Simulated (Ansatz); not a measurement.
The first iterations of a band of AlH₇OSSi (11 atoms, charge 0, multiplicity 1).

Theory: RKS PBE-D4/def2-SVP in Ansatz.

* movable images: 7
* climbing image: yes
* spring: 5.0 eV/Å²
* optimiser: quadratic models (default)
* start path: through a guess of the saddle point
* force threshold: 0.03 eV/Å
* iteration limit: 60
* end points: relaxed

Image 0:

```xyz
11
Properties=species:S:1:pos:R:3
Al 0.095 -0.694 -1.412
S 2.170 0.256 -1.623
H 0.065 -2.292 -1.352
H -1.081 0.184 -2.060
H 1.024 0.358 0.391
O 0.118 -0.063 0.493
Si -1.074 0.658 1.520
H 2.842 -0.891 -1.318
H -0.525 0.668 2.915
H -1.370 2.052 1.055
H -2.263 -0.237 1.391
```

Image 8:

```xyz
11
Properties=species:S:1:pos:R:3
Al -0.271 -0.680 -1.440
S 2.282 -0.174 -1.326
H -0.122 -2.252 -1.700
H -0.619 0.367 -2.602
H 2.146 1.082 -0.812
O -0.643 -0.204 0.191
Si -1.182 0.476 1.594
H 2.446 -0.717 -0.086
H -0.026 0.668 2.551
H -1.805 1.831 1.355
H -2.206 -0.397 2.275
```

| iteration | highest image above the first end (eV) | largest band force component (eV/Å) |
| --- | --- | --- |
| 1 | 1.070 | 5.687 |
| 2 | 0.366 | 2.214 |
| 3 | 0.312 | 1.278 |
| 4 | 0.277 | 0.456 |

Task: Does the band converge within its limit, and where does its top end?

Result: The run converged. It ended after 14 iterations with the highest image 0.216 eV above the first end. A vibrational analysis at the climbing image gives one clearly imaginary mode, 657i cm⁻¹: a first-order saddle point. The orbitals stay closed-shell, which can raise the energy where a bond breaks towards radicals; this wasn't checked here.

Run time: 100 s on 2 threads of Intel(R) Xeon(R) 6975P-C (Granite Rapids), on a shared host, peak memory 0.16 GiB.
